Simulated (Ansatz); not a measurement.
Cost and result for the atomization energy of C$_{3}$H$_{8}$OSi, SMILES `CO/C=C/[SiH3]` (13 atoms, 12 bonds).

Cartesian coordinates in Å:
```
C -1.3119 1.9176 0.0788
O -1.6624 0.6703 -0.4776
C -0.7450 -0.3038 -0.4123
C 0.4818 -0.2551 0.1183
Si 1.5794 -1.7361 0.0930
H -2.1698 2.5712 -0.0667
H -1.0981 1.8240 1.1485
H -0.4374 2.3408 -0.4259
H -1.1375 -1.2061 -0.8729
H 0.8347 0.6677 0.5690
H 2.8450 -1.4725 -0.6467
H 0.8592 -2.8554 -0.5733
H 1.9619 -2.1627 1.4677
```

Charge 0, multiplicity 1. All single points use the PBE0-D4/def2-TZVP geometry. It is one conformer, not always the lowest. Program: Ansatz. All runs use 4 threads of an Arm Neoverse V2 on a shared host. Times are those of one run each, without the atoms' runs, and a repeat can differ threefold. Electronic energies, without spin–orbit coupling; frozen cores. CCSD(T)/CBS adds CCSD(T) − MP2 in def2-TZVPP to the MP2 limit, and its time is that of the two runs behind it. T1 = 0.013. B3LYP takes the VWN-RPA correlation (the form of Gaussian; ORCA's B3LYP/G). HSE06 is the plane-wave form, built on full-range PBE exchange.

CCSD(T)/CBS is a level of theory with its own doubt, some kJ/mol a heavy atom from the limit and from the frozen cores, so smaller differences don't rank the functionals.

| level | functions | wall time |
| --- | --- | --- |
| revPBE-D4/def2-TZVPP | 278 | 2.4 s |
| PBE-D4/def2-TZVPP (with forces) | 278 | 2.9 s |
| HSE06-D4/def2-TZVPP | 278 | 3.2 s |
| CAM-B3LYP-D4/def2-TZVPP | 278 | 3.6 s |
| r2SCAN-D4/def2-TZVPP (with forces) | 278 | 5.5 s |
| B3LYP-D4/def2-TZVPP (with forces) | 278 | 5.5 s |
| B2PLYP/def2-TZVPP | 278 | 6 s |
| PBE-QIDH/def2-TZVPP | 278 | 6.5 s |
| CCSD(T)/def2-SVP | 114 | 6.5 s |
| ωB97X-V/def2-TZVPP | 278 | 8 s |
| MP2/def2-QZVPP | 538 | 23 s |
| CCSD(T)/def2-TZVPP | 278 | 3.3 min |
| CCSD(T)/CBS(def2) | – | 3.7 min |

**Question.** What atomization energy does each give, and how far from CCSD(T)/CBS? (Best estimate.)

**Answer.** The calculation gave: 
```tsv
level	atomization (kJ/mol)	difference from CCSD(T)/CBS	per bond
revPBE-D4/def2-TZVPP	4856.3	-21.0	-1.7
PBE-D4/def2-TZVPP (with forces)	4965.9	88.6	7.4
HSE06-D4/def2-TZVPP	4890.0	12.7	1.1
CAM-B3LYP-D4/def2-TZVPP	4903.8	26.5	2.2
r2SCAN-D4/def2-TZVPP (with forces)	4892.1	14.8	1.2
B3LYP-D4/def2-TZVPP (with forces)	4884.5	7.2	0.6
B2PLYP/def2-TZVPP	4831.1	-46.2	-3.9
PBE-QIDH/def2-TZVPP	4847.6	-29.7	-2.5
CCSD(T)/def2-SVP	4642.6	-234.7	-19.6
ωB97X-V/def2-TZVPP	4891.1	13.8	1.2
MP2/def2-QZVPP	4884.8	7.5	0.6
CCSD(T)/def2-TZVPP	4760.5	-116.8	-9.7
CCSD(T)/CBS(def2)	4877.3	0.0	0.0
```

From r2SCAN to r2SCAN0 (25 % exact exchange), in def2-TZVPP and without D4, the atomization energy moves by −69.2 kJ/mol: exact exchange takes away binding that semilocal exchange gives to molecules. In def2-TZVPP, CCSD(T) changes the Hartree–Fock value by +1167.0 kJ/mol (the triples alone add +68.5 kJ/mol) and MP2 by +1222.2 kJ/mol; breaking electron pairs costs correlation energy, which Hartree–Fock lacks. Leaving LDA and LC-ωPBE aside and taking each functional with its dispersion term where it has one, the values, not all of them listed here, spread over 212.8 kJ/mol, from BHLYP-D4 to PBE-D4. LDA lies +625.4 kJ/mol from PBE without D4, its usual overbinding.
